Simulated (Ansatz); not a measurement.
Z-matrix (Å, degrees):
```
Si
Sn 1 2.653
H 1 1.483 2 106.4
H 1 1.483 2 108.2 3 -120.3
H 1 1.483 2 107.2 3 118.9
Cl 2 2.350 1 105.8 3 66.5
F 2 1.934 1 103.6 3 173.0
```

The species carries charge 0 and has multiplicity 2. Sn takes the def2 core potential.

**Question.** List the PBE/def2-TZVPP orbital energies in eV (Ansatz). (An estimate is asked.)

**Answer.** Ansatz gave: α occupied: -2738.69, -1780.60, -658.80, -249.24, -189.93, -189.79, -189.77, -138.36, -134.02, -95.16, -95.06, -95.05, -89.99, -89.94, -89.90, -28.43, -26.47, -26.37, -26.35, -26.31, -25.76, -19.83, -14.32, -12.26, -9.67, -9.48, -9.34, -9.14, -8.97, -8.07, -7.80, -7.58, -5.71. α empty: -1.83, -1.79, -0.99, -0.25, -0.05, 0.21, 1.84, 2.15. β occupied: -2738.67, -1780.57, -658.75, -249.23, -189.90, -189.76, -189.76, -138.33, -133.99, -95.07, -95.03, -95.03, -89.93, -89.91, -89.88, -28.34, -26.38, -26.29, -26.26, -26.25, -25.68, -19.73, -14.08, -12.04, -9.57, -9.38, -9.25, -9.01, -8.85, -7.87, -7.69, -7.46. β empty: -4.87, -1.59, -1.56, -0.60, -0.09, 0.15, 0.37, 2.21. ⟨S²⟩ = 0.753.
